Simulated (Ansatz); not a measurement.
## Molecular dynamics of FH₇N₂OSZr

Input:

```yaml
crystal:
  periodic: [false, false, false]
  atoms:
    - { symbol: Zr, position_ang: [0.110047, -0.258471, -0.127043] }
    - { symbol: O, position_ang: [-0.108828, -0.253639, 1.97536] }
    - { symbol: H, position_ang: [-0.544705, 0.209918, 2.696404] }
    - { symbol: "N", position_ang: [1.9509, 0.226825, -0.811641] }
    - { symbol: H, position_ang: [2.747742, -0.402627, -0.74213] }
    - { symbol: H, position_ang: [2.220589, 1.055063, -1.33526] }
    - { symbol: "N", position_ang: [-0.888698, 1.466444, -0.500285] }
    - { symbol: H, position_ang: [-1.724415, 1.537108, -1.079224] }
    - { symbol: H, position_ang: [-0.656724, 2.401349, -0.169208] }
    - { symbol: F, position_ang: [-0.905877, -1.518959, -1.15596] }
    - { symbol: S, position_ang: [1.470318, -2.364364, 1.283583] }
    - { symbol: H, position_ang: [0.471143, -3.26087, 1.12945] }
    - { symbol: H, position_ang: [0.59181, -1.278373, 2.074453] }
basis:
  gaussian: { orbitals: def2-SVP }
hamiltonian:
  xc: pbe0
  dispersion: d4
md:
  timestep: 0.5
  n_steps: 200
  ensemble: nve
  temperature: 300.0
  initial_velocities: maxwell_boltzmann
  seed: 9084
```

Run as:

```bash
$ ansatz run input.yaml --threads 4 --pin off --max-ram 5120MiB --backend cpu --events-out ev --progress --plain --runs-dir out
```

It starts at the highest image of a converged band, a first-order saddle point between two minima.

Output, in part (step lines, the closing report, with atoms numbered from 0):

```
md step     0: t =     0.00 fs  T =   300.0 K  F+E_penalty+E_count = -19958.23145622 eV  E_kin = 0.426558 eV  conserved = -19957.80489822 eV  (30 SCF iters)
[... lines left out ...]
Total energy: -19958.34516834 eV, -733.4556566843 hartree
Atom 0 at     0.019335    -0.136772    -0.096937 Å, force     0.640145    -0.378423     0.110607 eV/Å
Atom 1 at    -0.240032     0.022652     1.825529 Å, force     0.510119    -1.053173    -0.764855 eV/Å
Atom 2 at    -0.584097     0.668156     2.404334 Å, force    -0.599753     1.051881     1.032704 eV/Å
Atom 3 at     1.998958     0.172895    -0.469055 Å, force    -0.241368     0.081663    -0.134381 eV/Å
Atom 4 at     2.486271    -0.269717    -1.245042 Å, force     0.125721     0.045864    -0.002643 eV/Å
Atom 5 at     2.681589     0.523703     0.198096 Å, force     0.056647     0.040888    -0.083820 eV/Å
Atom 6 at    -0.913896     1.493269    -0.846897 Å, force    -0.849486     0.691184     0.229981 eV/Å
Atom 7 at    -1.908579     1.705677    -0.622619 Å, force     0.843787    -0.164135    -0.399992 eV/Å
Atom 8 at    -0.471610     2.348570    -1.193174 Å, force    -0.187060    -0.242441     0.034109 eV/Å
Atom 9 at    -0.782722    -1.686123    -0.925187 Å, force    -0.174272    -0.036995    -0.115429 eV/Å
Atom 10 at     1.661043    -2.727997     1.110885 Å, force     0.008070     0.525827     0.533382 eV/Å
Atom 11 at     0.587818    -3.200706     1.771585 Å, force    -0.085075    -0.145822     0.021963 eV/Å
Atom 12 at     1.900839    -1.820070     2.114042 Å, force    -0.047475    -0.416320    -0.461626 eV/Å
Dipole moment:     0.175745     0.437284     0.481507 e Å
```

The steps, from the saved trajectory:

```tsv
time (fs)	T (K)	potential energy less start (eV)	conserved less start (meV/atom)
0	300	0.000	0.00
3	208	0.134	0.16
6	150	0.216	0.20
9	223	0.110	0.03
12	195	0.151	0.14
15	141	0.229	0.19
18	175	0.179	0.08
21	233	0.097	0.11
24	247	0.077	0.13
27	227	0.105	0.11
30	243	0.083	0.13
33	282	0.027	0.09
36	251	0.070	0.10
39	190	0.159	0.18
42	255	0.065	0.08
45	285	0.022	0.08
48	218	0.120	0.19
51	229	0.102	0.10
54	278	0.032	0.08
57	239	0.089	0.20
60	208	0.132	0.10
63	208	0.132	0.10
66	242	0.085	0.20
69	278	0.032	0.10
72	269	0.046	0.09
75	292	0.013	0.19
78	367	-0.094	0.09
81	333	-0.046	0.09
84	286	0.022	0.16
87	323	-0.031	0.10
90	324	-0.033	0.11
93	283	0.026	0.14
96	318	-0.025	0.09
99	354	-0.075	0.15
```

The run went to its last step. The conserved energy stayed within 0.24 meV per atom of its start (net change 0.079 meV per atom), so the integration is sound. A run of 0.1 ps of so small a system gives no equilibrium averages. The orbitals stay closed-shell, which can raise the energy where a bond breaks towards radicals; this wasn't checked here.

Between its relaxed ends the band would form O2–H13 and break S11–H13. These pairs go: O2–H13 1.25 → 2.84 Å, S11–H13 1.61 → 1.37 Å. In the last frame they stand as before the step (other bonds may differ from the relaxed reactants and products). Also parted: Zr1–H13 2.47 → 3.36 Å. It ends as one piece, FH7N2OSZr. Pairs count as bonded within 1.25 times the sum of covalent radii (0.12 Å more for H–H).

Last frame:

```xyz
13
Properties=species:S:1:pos:R:3
Zr 0.019 -0.137 -0.097
O -0.240 0.023 1.825
H -0.584 0.668 2.404
N 1.999 0.173 -0.469
H 2.486 -0.270 -1.245
H 2.682 0.524 0.198
N -0.914 1.493 -0.847
H -1.909 1.706 -0.623
H -0.472 2.349 -1.193
F -0.783 -1.686 -0.925
S 1.661 -2.728 1.111
H 0.588 -3.201 1.772
H 1.901 -1.820 2.114
```

Time of the run: 10 min on 4 threads of Arm Neoverse V2, with other jobs on the host, peak memory 0.42 GiB.
